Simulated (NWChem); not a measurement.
System: CH5ClFNSi; SMILES F[Si](C)(Cl)N

Here is an NWChem input.

```
start job
memory heap 200 mb stack 900 mb global 1100 mb
geometry units angstroms noautosym nocenter noautoz
  C      1.629808     1.085775     0.456693
  Si    -0.004871     0.302492     0.040167
  N     -1.229200     0.755495     1.144821
  F     -0.354917     0.665873    -1.497766
  Cl     0.102607    -1.767915     0.101940
  H      1.966969     0.774821     1.450248
  H      1.548300     2.179549     0.448169
  H      2.394525     0.802889    -0.273792
  H     -2.093603     0.230036     1.196189
  H     -1.373648     1.732984     1.369711
end
basis spherical
  * library 6-31g*
end
dft
  xc b3lyp
  iterations 150
end
property
  shielding
end
task dft property
```

Output (shortened):

```
             Northwest Computational Chemistry Package (NWChem) 7.3.0
             --------------------------------------------------------

                             Geometry "geometry" -> ""
                             -------------------------

 Output coordinates in angstroms (scale by  1.889725989 to convert to a.u.)

  No.       Tag          Charge          X              Y              Z
 ---- ---------------- ---------- -------------- -------------- --------------
    1 C                    6.0000     1.62980800     1.08577500     0.45669300
    2 Si                  14.0000    -0.00487100     0.30249200     0.04016700
    3 N                    7.0000    -1.22920000     0.75549500     1.14482100
    4 F                    9.0000    -0.35491700     0.66587300    -1.49776600
    5 Cl                  17.0000     0.10260700    -1.76791500     0.10194000
    6 H                    1.0000     1.96696900     0.77482100     1.45024800
    7 H                    1.0000     1.54830000     2.17954900     0.44816900
    8 H                    1.0000     2.39452500     0.80288900    -0.27379200
    9 H                    1.0000    -2.09360300     0.23003600     1.19618900
   10 H                    1.0000    -1.37364800     1.73298400     1.36971100

 Effective nuclear repulsion energy (a.u.)     308.6146105893

                              NWChem Property Module
                              ----------------------

  itol2e modified to match energy
  convergence criterion.

                                 NWChem DFT Module
                                 -----------------

 Summary of "ao basis" -> "ao basis" (spherical)
 ------------------------------------------------------------------------------
       Tag                 Description            Shells   Functions and Types
 ---------------- ------------------------------  ------  ---------------------
 C                           6-31g*                  6       14   3s2p1d
 Si                          6-31g*                  8       18   4s3p1d
 N                           6-31g*                  6       14   3s2p1d
 F                           6-31g*                  6       14   3s2p1d
 Cl                          6-31g*                  8       18   4s3p1d
 H                           6-31g*                  2        2   2s

  itol2e modified to match energy
  convergence criterion.

            General Information
            -------------------
          SCF calculation type: DFT
          Wavefunction type:  closed shell.
          No. of atoms     :    10
          No. of electrons :    58
           Alpha electrons :    29
            Beta electrons :    29
          Charge           :     0
          Spin multiplicity:     1
          Use of symmetry is: off; symmetry adaption is: off
          Maximum number of iterations: 150
          AO basis - number of functions:    88
                     number of shells:    44
          Convergence on energy requested:  1.00D-07
          Convergence on density requested:  1.00D-05
          Convergence on gradient requested:  5.00D-04

              XC Information
              --------------
                         B3LYP Method XC Potential
                     Hartree-Fock (Exact) Exchange  0.200
                        Slater Exchange Functional  0.800 local
                    Becke 1988 Exchange Functional  0.720 non-local
              Lee-Yang-Parr Correlation Functional  0.810
                  VWN I RPA Correlation Functional  0.190 local

             Grid Information
             ----------------
          Grid used for XC integration:  fine
          Radial quadrature: Mura-Knowles
          Angular quadrature: Lebedev.
          Tag              B.-S. Rad. Rad. Pts. Rad. Cut. Ang. Pts.
          ---              ---------- --------- --------- ---------
          C                   0.70       70          10.0       590
          Si                  1.10      123           8.0       770
          N                   0.65       70          10.0       590
          F                   0.50       70          10.0       590
          Cl                  1.00      123          11.0       770
          H                   0.35       60          11.0       590
          Grid pruning is: on
          Number of quadrature shells:   756
          Spatial weights used:  Erf1

      Superposition of Atomic Density Guess
      -------------------------------------

 Sum of atomic energies:        -942.08537735

      Non-variational initial energy
      ------------------------------

 Total energy =    -943.992278
 1-e energy   =   -1915.837898
 2-e energy   =     663.231010
 HOMO         =      -0.367616
 LUMO         =       0.071656

   convergence    iter        energy       DeltaE   RMS-Dens  Diis-err
 ---------------- ----- ----------------- --------- --------- ---------
 d= 0,ls=0.0,diis     1   -945.4746137146 -1.25D+03  1.39D-02  7.28D-01
 d= 0,ls=0.0,diis     2   -945.4668261594  7.79D-03  6.97D-03  9.61D-01
 d= 0,ls=0.0,diis     3   -945.5507043709 -8.39D-02  1.47D-03  4.13D-02
 d= 0,ls=0.0,diis     4   -945.5534264083 -2.72D-03  6.11D-04  5.12D-03
 d= 0,ls=0.0,diis     5   -945.5540031124 -5.77D-04  1.09D-04  1.97D-04
  Resetting Diis
 d= 0,ls=0.0,diis     6   -945.5540216728 -1.86D-05  4.19D-05  2.28D-05
 d= 0,ls=0.0,diis     7   -945.5540244625 -2.79D-06  1.15D-05  4.48D-07
 d= 0,ls=0.0,diis     8   -945.5540244428  1.97D-08  6.42D-06  6.15D-07

         Total DFT energy =     -945.554024442826
      One electron energy =    -1920.046428789897
           Coulomb energy =      739.935065909625
    Exchange-Corr. energy =      -74.057272151853
 Nuclear repulsion energy =      308.614610589300

 Numeric. integr. density =       57.999999988210

                       DFT Final Molecular Orbital Analysis
                       ------------------------------------

 Vector   27  Occ=2.000000D+00  E=-3.237417D-01
              MO Center=  2.4D-02, -1.4D+00,  1.2D-01, r^2= 2.0D+00
   Bfn.  Coefficient  Atom+Function         Bfn.  Coefficient  Atom+Function
  ----- ------------  ---------------      ----- ------------  ---------------
    69      0.679197   5 Cl pz               73      0.361610   5 Cl pz
    65     -0.265816   5 Cl pz               37      0.135846   3 N  pz
    50     -0.113662   4 F  py               41      0.104442   3 N  pz
    54     -0.082927   4 F  py               27      0.079691   2 Si pz
    51      0.070554   4 F  pz               52      0.050896   4 F  s

 Vector   28  Occ=2.000000D+00  E=-3.163997D-01
              MO Center=  2.8D-01, -1.1D+00,  1.6D-01, r^2= 2.9D+00
   Bfn.  Coefficient  Atom+Function         Bfn.  Coefficient  Atom+Function
  ----- ------------  ---------------      ----- ------------  ---------------
    67      0.630968   5 Cl px               71      0.346008   5 Cl px
    63     -0.246905   5 Cl px                3      0.172205   1 C  px
     4      0.131678   1 C  py                7      0.127050   1 C  px
     6     -0.117547   1 C  s                68      0.113645   5 Cl py
    21     -0.102926   2 Si px               38      0.096317   3 N  s

[...]

          -----------------------------------------
          Chemical Shielding Tensors (GIAO, in ppm)
          -----------------------------------------

                                NWChem CPHF Module
                                ------------------

  scftype          =     RHF
  nclosed          =       29
  nopen            =        0
  variables        =     1711
  # of vectors     =        3
  tolerance        = 0.10D-03
  level shift      = 0.00D+00
  max iterations   =       50
  max subspace     =       30

 SCF residual:    1.7496879387506102E-004

Iterative solution of linear equations
  No. of variables     1711
  No. of equations        3
  Maximum subspace       30
        Iterations       50
       Convergence  1.0D-04

   iter   nsub   residual    time
   ----  ------  --------  ---------
     1      3    2.49D-01      38.2
     2      6    7.59D-03      44.1
     3      9    5.21D-04      49.9
     4     12    2.45D-05      55.8

      Atom:    1  C
        Diamagnetic
    258.5576      5.3169      2.4354
      5.3169    252.0559      1.2701
      2.4354      1.2701    248.7878

        Paramagnetic
    -63.8752      1.7349      0.1039
      1.7349    -63.8011     -1.1350
      0.1039     -1.1350    -60.8550

        Total Shielding Tensor
    194.6825      7.0517      2.5393
      7.0517    188.2549      0.1351
      2.5393      0.1351    187.9328

           isotropic =     190.2901
          anisotropy =      14.0228

          Principal Components and Axis System
                 1           2           3
              199.6386    187.8837    183.3479

      1         0.8341     -0.0002     -0.5516
      2         0.5189     -0.3386      0.7849
      3         0.1869      0.9409      0.2824

      Atom:    2  Si
        Diamagnetic
    879.1906     -0.1590     -0.1144
     -0.1590    884.8551     -0.3372
     -0.1144     -0.3372    881.7511

        Paramagnetic
   -438.1602      2.7834      6.1435
      2.7834   -486.4654      0.7923
      6.1435      0.7923   -492.5310

        Total Shielding Tensor
    441.0304      2.6244      6.0290
      2.6244    398.3896      0.4550
      6.0290      0.4550    389.2201

           isotropic =     409.5467
          anisotropy =      48.5079

          Principal Components and Axis System
                 1           2           3
              441.8853    398.2295    388.5254

      1         0.9916     -0.0624     -0.1133
      2         0.0610      0.9980     -0.0157
      3         0.1140      0.0086      0.9934

      Atom:    3  N
        Diamagnetic
    327.7289     -1.8566    -13.4800
     -1.8566    322.6555      7.6825
    -13.4800      7.6825    314.7256

        Paramagnetic
    -81.0273    -14.8593     -6.2172
    -14.8593   -101.3204     -3.0267
     -6.2172     -3.0267    -98.7841

        Total Shielding Tensor
    246.7016    -16.7159    -19.6971
    -16.7159    221.3351      4.6558
    -19.6971      4.6558    215.9414

           isotropic =     227.9927
          anisotropy =      52.9353

          Principal Components and Axis System
                 1           2           3
              263.2829    215.3292    205.3660

      1         0.8410      0.1941      0.5051
      2        -0.3781      0.8786      0.2919
      3        -0.3871     -0.4364      0.8122

      Atom:    4  F
        Diamagnetic
    464.2584     -1.7204      6.4175
     -1.7204    465.3323     -7.2138
      6.4175     -7.2138    489.3951

        Paramagnetic
   -208.0724    -18.0610     11.7743
    -18.0610   -191.9016     -7.5136
     11.7743     -7.5136   -142.1637

        Total Shielding Tensor
    256.1860    -19.7814     18.1918
    -19.7814    273.4307    -14.7274
     18.1918    -14.7274    347.2313

           isotropic =     292.2827
          anisotropy =      93.9789

          Principal Components and Axis System
                 1           2           3
              354.9353    279.2316    242.6811

      1         0.2199     -0.4700      0.8548
      2        -0.2249      0.8282      0.5133
      3         0.9492      0.3051     -0.0764

      Atom:    5  Cl
        Diamagnetic
   1145.0940     -0.3353     -0.0982
     -0.3353   1155.7873     -0.0822
     -0.0982     -0.0822   1144.7098

        Paramagnetic
   -332.2528      4.8986      7.6664
      4.8986    -96.2151     -6.7170
      7.6664     -6.7170   -262.0104

        Total Shielding Tensor
    812.8412      4.5633      7.5682
      4.5633   1059.5722     -6.7992
      7.5682     -6.7992    882.6994

           isotropic =     918.3709
          anisotropy =     212.3042

          Principal Components and Axis System
                 1           2           3
             1059.9070    883.2870    811.9187

      1         0.0173      0.1090      0.9939
      2         0.9991      0.0355     -0.0213
      3        -0.0376      0.9934     -0.1083

      Atom:    6  H
        Diamagnetic
     29.3236      0.7299      7.2140
      0.7299     25.0100     -2.1786
      7.2140     -2.1786     35.6784

        Paramagnetic
      2.2001     -0.3131     -3.1258
     -0.3131      3.9177      0.7168
     -3.1258      0.7168     -0.1838

        Total Shielding Tensor
     31.5238      0.4168      4.0882
      0.4168     28.9278     -1.4618
      4.0882     -1.4618     35.4946

           isotropic =      31.9821
          anisotropy =       9.2787

          Principal Components and Axis System
                 1           2           3
               38.1678     30.0137     27.7647

      1         0.5157      0.6641     -0.5412
      2        -0.1111      0.6783      0.7264
      3         0.8495     -0.3145      0.4236

      Atom:    7  H
        Diamagnetic
     26.6053      2.8447      0.7502
      2.8447     40.9710      0.8867
      0.7502      0.8867     23.1008

        Paramagnetic
      3.5015     -1.1832     -0.4967
     -1.1832     -2.5753     -0.5051
     -0.4967     -0.5051      4.7565

        Total Shielding Tensor
     30.1068      1.6615      0.2535
      1.6615     38.3957      0.3816
      0.2535      0.3816     27.8573

           isotropic =      32.1199
          anisotropy =       9.9192

          Principal Components and Axis System
                 1           2           3
               38.7328     29.8020     27.8250

      1         0.1901      0.9771     -0.0953
      2         0.9810     -0.1929     -0.0209
      3         0.0389      0.0895      0.9952

      Atom:    8  H
        Diamagnetic
     36.6498     -0.0743     -6.9461
     -0.0743     24.7660      2.1471
     -6.9461      2.1471     28.5070

        Paramagnetic
     -0.9681      0.0115      2.6287
      0.0115      4.1084     -0.8868
      2.6287     -0.8868      2.7849

        Total Shielding Tensor
     35.6816     -0.0629     -4.3174
     -0.0629     28.8744      1.2603
     -4.3174      1.2603     31.2919

           isotropic =      31.9493
          anisotropy =       9.6521

          Principal Components and Axis System
                 1           2           3
               38.3841     29.7742     27.6897

      1         0.8457      0.4057      0.3467
      2        -0.0756      0.7342     -0.6747
      3        -0.5283      0.5444      0.6516

      Atom:    9  H
        Diamagnetic
     40.7671      7.3967     -5.4727
      7.3967     26.7100      0.3979
     -5.4727      0.3979     21.3900

        Paramagnetic
     -2.0835     -2.5738      1.7718
     -2.5738      2.6625     -0.4028
      1.7718     -0.4028      4.7238

        Total Shielding Tensor
     38.6836      4.8229     -3.7010
      4.8229     29.3726     -0.0049
     -3.7010     -0.0049     26.1138

           isotropic =      31.3900
          anisotropy =      15.1561

          Principal Components and Axis System
                 1           2           3
               41.4940     28.0529     24.6230

      1         0.9067     -0.2356      0.3498
      2         0.3609      0.8627     -0.3543
      3        -0.2183      0.4475      0.8672

      Atom:   10  H
        Diamagnetic
     24.8627     -5.2362     -4.0174
     -5.2362     41.4217      7.2981
     -4.0174      7.2981     23.3385

        Paramagnetic
      3.4059      1.7513      1.4210
      1.7513     -2.3847     -2.5297
      1.4210     -2.5297      4.0732

        Total Shielding Tensor
     28.2686     -3.4848     -2.5964
     -3.4848     39.0370      4.7684
     -2.5964      4.7684     27.4117

           isotropic =      31.5724
          anisotropy =      15.6544

          Principal Components and Axis System
                 1           2           3
               42.0087     27.7365     24.9721

      1        -0.2913      0.8181      0.4958
      2         0.8928      0.4186     -0.1662
      3         0.3435     -0.3942      0.8524
```

Level: B3LYP/6-31G* (spherical d), GIAO. Structure relaxed at the B3LYP/6-31G* (spherical d) level. The printed shielding anisotropy is the first printed principal value minus the mean of the other two.
